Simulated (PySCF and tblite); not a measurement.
Results of a calculation; reference values are marked as such.
Dynamics report: ring inversion

System: C₆H₆Se, numbered as in [CH:1]1=[CH:2][CH:3]=[CH:4][Se:5][CH:6]=[CH:7]1.

Motion: inversion of the 7-membered ring (1–2–3–4–5–6–7). Level: PBE0/pcSseg-1 + D3(BJ) on GFN2-xTB stationary points, with GFN2-xTB thermal terms. Rates follow Eyring's equation with the number of equivalent paths and no tunnelling. Run with tblite and PySCF.

| point | symmetry | E(GFN2) kcal/mol | E(DFT) kcal/mol | ZPE change kcal/mol | lowest mode cm⁻¹ | dipole D |
| --- | --- | --- | --- | --- | --- | --- |
| start | Cs | 0.0 | 0.0 | 0.00 | 110 | 1.60 |
| saddle | C2v | 3.9 | 6.7 | 0.29 | 88i | 0.83 |
| end | Cs | 0.0 | 0.0 | 0.00 | 110 | 1.60 |

```json
{
  "Electronic barrier": "6.7 kcal/mol",
  "Barrier with zero-point energy": "7.0 kcal/mol",
  "ΔH‡ (298 K)": "6.5 kcal/mol",
  "ΔS‡ (298 K, symmetry apart)": "-3.0 cal/(mol K)",
  "Paths": "1 equivalent path",
  "End point": "the same structure with atoms interchanged, or its mirror image",
  "Mean lifetime of the start against this motion at 298 K": "44 ns",
  "Cost": "42 s on 1 thread of AMD EPYC 7B13, shared host (rough), peak memory 0.86 GiB, launched as `OMP_NUM_THREADS=1 python ens_run.py task.json out`"
}
```

| T/K | ΔG‡ kcal/mol | k s⁻¹ |
| --- | --- | --- |
| 150 | 7.1 | 144 |
| 200 | 7.2 | 5.9×10⁴ |
| 250 | 7.3 | 2.2×10⁶ |
| 298 | 7.4 | 2.3×10⁷ |
| 350 | 7.5 | 1.4×10⁸ |
| 400 | 7.7 | 5.2×10⁸ |
| 500 | 8.0 | 3.2×10⁹ |

ΔG and ΔG‡ leave out symmetry numbers and mirror images; rates count paths: 1 out.

Spin–orbit effects of heavy atoms on shieldings are missing.
